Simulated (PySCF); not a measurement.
# Spin-rotation constants: SMILES [H]/N=C(\CC=C)CCC, C7H13N

Geometry (Å), atoms numbered from 1 in this order:
```xyz
21

C     2.629    1.261   -0.444
C     2.404    0.248    0.373
C     1.196    0.120    1.249
C     0.321   -0.999    0.714
N     0.261   -2.167    1.174
C    -0.521   -0.650   -0.477
C    -1.815    0.050   -0.044
C    -2.673    0.424   -1.245
H     1.952    2.097   -0.513
H     3.503    1.304   -1.070
H     3.098   -0.582    0.422
H     0.636    1.057    1.249
H     1.505   -0.115    2.272
H     0.842   -2.350    1.990
H    -0.777   -1.569   -1.005
H     0.044    0.003   -1.144
H    -1.577    0.953    0.523
H    -2.373   -0.620    0.613
H    -3.584    0.921   -0.921
H    -2.947   -0.464   -1.810
H    -2.131    1.097   -1.907
```

Theory: PySCF, GIAO HF/pcSseg-1 magnetisability, rotational g tensor and spin-rotation constants, non-relativistic, gas phase. Geometry: GFN2-xTB.

Problem. Give the nuclear spin-rotation constants along the inertial axes (H = +C I·J) beside the isotropic shieldings.

Solution. Rotational constants 2.6840, 1.2288, 0.9338 GHz. A star marks the isotopologue with that one atom substituted, in its own axes.
| atom | isotope | Caa (kHz) | Cbb (kHz) | Ccc (kHz) | mean (kHz) | σ (ppm) |
| --- | --- | --- | --- | --- | --- | --- |
| N5 | 14N | 0.499 | 0.296 | 0.089 | 0.294 | -69.0 |
| H9 | 1H | -0.128 | -0.036 | -0.053 | -0.072 | 26.7 |
| H10 | 1H | -0.066 | -0.096 | -0.029 | -0.064 | 26.8 |
| H11 | 1H | -0.087 | -0.055 | -0.043 | -0.062 | 26.2 |
| H12 | 1H | -0.223 | -0.057 | -0.047 | -0.109 | 29.3 |
| H13 | 1H | -0.202 | -0.060 | -0.058 | -0.107 | 29.7 |
| H14 | 1H | 0.052 | 0.003 | -0.081 | -0.009 | 22.4 |
| H15 | 1H | -0.201 | -0.119 | -0.013 | -0.111 | 30.1 |
| H16 | 1H | -0.241 | 0.011 | -0.098 | -0.109 | 30.0 |
| H17 | 1H | -0.231 | -0.115 | -0.018 | -0.121 | 30.8 |
| H18 | 1H | -0.213 | -0.013 | -0.098 | -0.108 | 30.7 |
| H19 | 1H | -0.115 | -0.134 | -0.043 | -0.097 | 30.8 |
| H20 | 1H | -0.225 | -0.117 | -0.021 | -0.121 | 31.0 |
| H21 | 1H | -0.244 | -0.009 | -0.100 | -0.118 | 31.2 |
| C1 | 13C* | 0.834 | 0.332 | 0.275 | 0.480 | 68.1 |
| C2 | 13C* | 0.910 | 0.385 | 0.292 | 0.529 | 49.7 |
| C3 | 13C* | 0.461 | 0.214 | 0.161 | 0.279 | 147.9 |
| C4 | 13C* | 1.199 | 0.504 | 0.277 | 0.660 | 9.0 |
| C6 | 13C* | 0.434 | 0.204 | 0.149 | 0.263 | 155.2 |
| C7 | 13C* | 0.391 | 0.166 | 0.131 | 0.229 | 169.3 |
| C8 | 13C* | 0.335 | 0.158 | 0.124 | 0.206 | 176.3 |

For the geometry as given, no vibrational averaging.

Problem. How do the rotational constants and the g tensor change when H9, H10, H11, H12, H13, H14, H15, H16, H17, H18, H19, H20, H21 are replaced by deuterium?

Solution. Constants 2.2136, 1.0250, 0.7920 GHz; g -0.0142, -0.0086, -0.0034, against -0.0168, -0.0104, -0.0040 before.
